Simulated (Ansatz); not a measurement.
A single point on `C[C@H]1B[Si@@H]1F`.

```yaml
crystal:
  periodic: [false, false, false]
  atoms:
    - {symbol: C, position_ang: [-0.719217, -0.930861, 0.830714]}
    - {symbol: C, position_ang: [0.119460, 0.311541, 0.791404]}
    - {symbol: B, position_ang: [1.357010, 0.621523, 0.063800]}
    - {symbol: Si, position_ang: [0.435532, 0.321807, -1.542698]}
    - {symbol: F, position_ang: [0.421758, 1.429047, -2.695961]}
    - {symbol: H, position_ang: [-0.522565, -1.429673, 1.786923]}
    - {symbol: H, position_ang: [-0.457138, -1.657137, 0.057214]}
    - {symbol: H, position_ang: [-1.793395, -0.730240, 0.792418]}
    - {symbol: H, position_ang: [-0.176513, 1.031835, 1.559262]}
    - {symbol: H, position_ang: [2.119848, 1.518131, 0.242772]}
    - {symbol: H, position_ang: [-0.719279, -0.542774, -1.865248]}
basis:
  gaussian: {orbitals: def2-QZVPP}
correlation: {method: mp2}
```

```sh
$ ansatz run in.yaml --threads 4 --pin off --events-out ev --progress --plain --max-ram 10444MiB
```

It prints (some lines left out):

```
Functional definition: HF
2840 factors; integrals over basis functions are off by at most 1.0e-3 eV
mean field evaluation 1: about -13392.9846 eV, gradient 4.3e1 eV
mean field evaluation 2: about -13393.1229 eV, gradient 4.3e1 eV
mean field evaluation 4: about -13397.8977 eV, gradient 4.3e0 eV
mean field evaluation 8: about -13397.9916 eV, gradient 3.7e-1 eV
mean field evaluation 16: about -13397.9935 eV, gradient 2.3e-6 eV
mean field -13397.99348774 eV, -492.3671791884 hartree, gradient 2.3e-6 eV, S^2 0.000000; 0 other end points of the search recorded, 0 dependent functions left out
9 core orbitals not correlated: weight in the atoms' cores, before any rotation towards them, 1.000 or more for the frozen orbitals, at most 0.000 for the correlated occupied ones
reference -13397.99348774 eV, -492.3671791884 hartree; 14, 14 occupied and 455, 455 virtual orbitals, 2840 factors
second order -23.91813972 eV of doubles, -0.00000000 eV of singles
Total energy: -13421.91162746 eV, -493.2461546107 hartree
```

It took 26 s on 4 threads of an Arm Neoverse V1 on a shared host, with 3 GiB of host memory at the peak.
